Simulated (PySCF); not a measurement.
# Exercise with solution: oscillator strength and radiative lifetime

Si(H)(F)2(OH) (F2H2OSi), SMILES O[SiH](F)F.

Geometry: PBE0-D3(BJ)/def2-SVP. One conformer was computed; it need not be the lowest.

PySCF with TDA-LC-ωPBE/def2-SVPD puts the first singlet state with f over 0.02 at 9.27 eV (vertical), with the transition dipole (0.000, 0.000, 0.403) in atomic units.

**Question.** Find the oscillator strength, the wavelength and the radiative lifetime that this transition would have in vacuum if emission retraced absorption.

**Answer.** 
|μ|² = 0.1624 au, so |μ| = 1.02 D. ΔE = 9.27/27.211 = 0.3407 hartree. f = (2/3) ΔE |μ|² = 0.037 (the program prints 0.037).
λ = 1239.84/9.27 = 134 nm; ν = 74768 cm⁻¹.
Einstein's coefficient A = 0.6670 ν² f s⁻¹ (ν in cm⁻¹) = 1.4e8 s⁻¹, so τ = 1/A = 7.3 ns. This state is S1. The figure is the radiative limit of this one transition; relaxation, internal conversion, crossing to triplets and a medium change what is measured.
